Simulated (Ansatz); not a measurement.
Abridged output of a molecular run in Ansatz:

```
Functional definition: HF
3362 factors; integrals over basis functions are off by at most 9.9e-4 eV
mean field evaluation 1: about -15452.5947 eV, gradient 5.0e1 eV
mean field evaluation 2: about -15453.4355 eV, gradient 5.0e1 eV
mean field evaluation 4: about -15460.8656 eV, gradient 5.8e0 eV
mean field evaluation 8: about -15460.9816 eV, gradient 5.0e-1 eV
mean field evaluation 16: about -15460.9841 eV, gradient 2.4e-6 eV
mean field -15460.98405716 eV, -568.1806842693 hartree, gradient 2.4e-6 eV, S^2 0.000000; 0 other end points of the search recorded, 0 dependent functions left out; unrestricted orbitals would lower it
14 core orbitals not correlated: weight in the atoms' cores, before any rotation towards them, 1.000 or more for the frozen orbitals, at most 0.000 for the correlated occupied ones
reference -15460.98405716 eV, -568.1806842693 hartree; 33, 33 occupied and 499, 499 virtual orbitals, 3362 factors
second order -61.16972920 eV of doubles, -0.00000000 eV of singles
cycle   1  -59.35013545 eV  change     1.8e0 eV  update   2.0e-1
cycle   2  -61.11684594 eV  change    -1.8e0 eV  update   7.4e-2
cycle   3  -61.50699656 eV  change   -3.9e-1 eV  update   2.6e-2
cycle   4  -61.49994748 eV  change    7.0e-3 eV  update   8.7e-3
cycle   5  -61.49646229 eV  change    3.5e-3 eV  update   3.6e-3
cycle   6  -61.49976763 eV  change   -3.3e-3 eV  update   1.3e-3
cycle   7  -61.49992009 eV  change   -1.5e-4 eV  update   4.9e-4
cycle   8  -61.49962593 eV  change    2.9e-4 eV  update   2.6e-4
cycle   9  -61.49964911 eV  change   -2.3e-5 eV  update   1.0e-4
cycle  10  -61.49974739 eV  change   -9.8e-5 eV  update   5.2e-5
cycle  11  -61.49961673 eV  change    1.3e-4 eV  update   2.0e-5
cycle  12  -61.49964099 eV  change   -2.4e-5 eV  update   8.2e-6
perturbative correction -3.58183789 eV, -0.1316301146 hartree
Total energy: -15526.06553604 eV, -570.5723845043 hartree
```

Its atoms:

```xyz
22

C     1.840   -2.029   -2.359
C     2.859   -1.688   -1.429
C     2.584   -0.909   -0.350
C     1.267   -0.423   -0.137
N     1.013    0.339    0.924
C    -0.237    0.767    1.076
C    -0.567    1.584    2.190
C    -1.840    2.029    2.359
C    -2.859    1.688    1.429
C    -2.584    0.909    0.350
C    -1.267    0.423    0.137
N    -1.013   -0.339   -0.924
C     0.237   -0.767   -1.076
C     0.567   -1.584   -2.190
H     2.089   -2.652   -3.210
H     3.865   -2.057   -1.589
H     3.343   -0.635    0.373
H     0.228    1.830    2.885
H    -2.089    2.652    3.210
H    -3.865    2.058    1.589
H    -3.343    0.635   -0.373
H    -0.228   -1.830   -2.885
```

(1) Which basis set was used?
A. def2-SVP
B. def2-TZVPP
C. def2-TZVPPD
D. cc-pV(D+d)Z

(2) Write the keys of the input that set method, charge and spin (a neutral closed shell needs none for the last two).

Answers

(1) B. It gives 546 functions.

(2) 
```yaml
correlation: {method: ccsd_t}
```
